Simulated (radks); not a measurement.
Problem. The neon ion Ne3+, configuration [He] 2s2 2p3. Method: non-relativistic Kohn-Sham, PBE, spin-polarised, spherical densities, point nucleus; open shells are filled with parallel spins first; computed with a radial shooting solver on a logarithmic mesh with Libxc functionals. Some entries of the table are withheld. Estimate them.

| orbital | occ. | eigenvalue (Ry) | r(max) (bohr) |
|---|---|---|---|
| 1s up | 1 | (1) | (2) |
| 1s down | 1 | (3) | (4) |
| 2s up | 1 | -7.80090 | 0.6433 |
| 2s down | 1 | -7.18447 | 0.6525 |
| 2p up | 3 | (5) | 0.5556 |
| 2p down | 0 | (6) | 0.5694 |

Solution. 
(1) 1s up eigenvalue (Ry): -67.16964
(2) 1s up r(max) (bohr): 0.1029
(3) 1s down eigenvalue (Ry): -66.90836
(4) 1s down r(max) (bohr): 0.1028
(5) 2p up eigenvalue (Ry): -6.15505
(6) 2p down eigenvalue (Ry): -5.50699
